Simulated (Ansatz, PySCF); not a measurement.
Breaking a bond: SMILES [F][Be][F], singlet. The Be1–F3 bond (Be1 also carries F; F3 carries nothing else) is pulled apart rigidly from the PBE0/def2-TZVP optimised geometry.

Levels of theory: RMP2 = MP2 on RHF/cc-pVTZ, frozen core (Ansatz, a first-principles code); RKS-PBE = restricted PBE/cc-pVTZ run with Ansatz; RKS-BP86/6-31G* = restricted BP86/6-31G*, spherical d (PySCF).

Energies are in eV, each relative to the lowest point of its own curve near equilibrium.

```
R / Å   RMP2  RKS-PBE  RKS-BP86/6-31G*
-----  -----  -------  ---------------
1.04   4.418    4.357            4.614
1.10   2.607    2.579            2.757
1.16   1.416    1.406            1.524
1.25   0.421    0.423            0.475
1.32   0.085    0.089            0.107
1.34   0.040    0.042            0.053
1.38   0.000    0.000            0.000
1.41   0.009    0.006            0.001
1.44   0.045    0.038            0.030
1.50   0.182    0.167            0.158
1.62   0.631    0.592            0.600
1.71   1.054    0.992            1.022
1.86   1.823    1.715            1.789
2.04   2.752    2.578            2.702
2.27   3.854    3.580            3.753
2.51   4.859    4.467            4.669
2.75   5.713    5.193            5.407
3.00   6.455    5.793            6.010
3.42   7.404    6.515            6.733
3.77   7.949    6.912            7.135
4.11   8.291    7.176            7.401
4.81       —    7.493                —
```

A dash means that the run gave no value there, or that the column was ended at a point which the program doubted or which failed a test of continuity chosen for this set; such a test can also cut sound points.

The restricted form behind RMP2, RKS-PBE, RKS-BP86/6-31G* keeps the bonding electrons paired and can't separate into open-shell fragments. The T1 diagnostic of CCSD on the restricted reference of RMP2 exceeds 0.045 at 3.00 to 4.81 Å.
